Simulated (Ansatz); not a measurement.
`[F][Zn][BH][SiH3]` + `BO` → `BOB[SiH3]` + `[F][ZnH]` at 600 K and 1 bar (cleavage of the B–Zn bond).

Gas-phase electronic energies from Ansatz, PBE0-D4/def2-TZVP geometries. CCSD(T)/CBS adds triple-zeta CCSD(T) − MP2 to the extrapolated MP2 energy (def2 sets, frozen cores). This one scheme is used for every species. For Zn outer-core shells are correlated without core-valence functions, which leaves a few kJ/mol of doubt a bond. Scalar relativity is left out up to krypton. One conformer a species, not always the lowest.

| species | CCSD(T)/CBS energy (Eh) | H − E (kJ/mol) | S (J/(mol·K)) |
| --- | --- | --- | --- |
| `[F][Zn][BH][SiH3]` | -2194.43736 | 157.6 | 438.7 |
| `BO` | -101.80414 | 119.7 | 267.1 |
| `BOB[SiH3]` | -417.48760 | 223.7 | 425.8 |
| `[F][ZnH]` | -1878.79355 | 46.7 | 267.2 |

H − E and S are ideal-gas, rigid-rotor, harmonic terms from PBE0-D4/def2-TZVP, for one conformer and one mirror image of each species. 1 Eh = 2625.50 kJ/mol, R = 8.31446 J/(mol·K).

Problem. By hand: ΔE, ΔH, ΔS and ΔG.

Solution. ΔE = (-417.48760) + (-1878.79355) − (-2194.43736) − (-101.80414) = -0.03965 Eh = -104.1 kJ/mol. Δ(H − E) = 223.7 + 46.7 − 157.6 − 119.7 = -6.9, so ΔH = -111.0 kJ/mol. ΔS = 425.8 + 267.2 − 438.7 − 267.1 = -12.8 J/(mol·K). ΔG = -111.0 − 600 × (-12.8)/1000 = -103.3 kJ/mol.

Problem. By hand: the equilibrium constant, and the temperature at which ΔG would vanish if ΔH and ΔS stayed fixed.

Solution. log₁₀ K = −ΔG/(RT ln 10) = 9.0. ΔG = 0 at ΔH/ΔS = 8672 K, far beyond where these terms or the molecules hold.

The number of gas molecules stays the same, so ΔS is small and ΔH decides. A doubt of 5 kJ/mol in ΔE shifts log₁₀ K by 0.4 here. Other conformers and mirror images would add mixing entropy, several J/(mol·K) or more a flexible species. Modes under 60 cm⁻¹, often nearly free rotors, make the harmonic entropy too high. These are equilibria of isolated gas molecules and say nothing of rates. Largest T1 diagnostic: 0.018 (customary marks: 0.02 for closed shells, 0.045 for open ones).
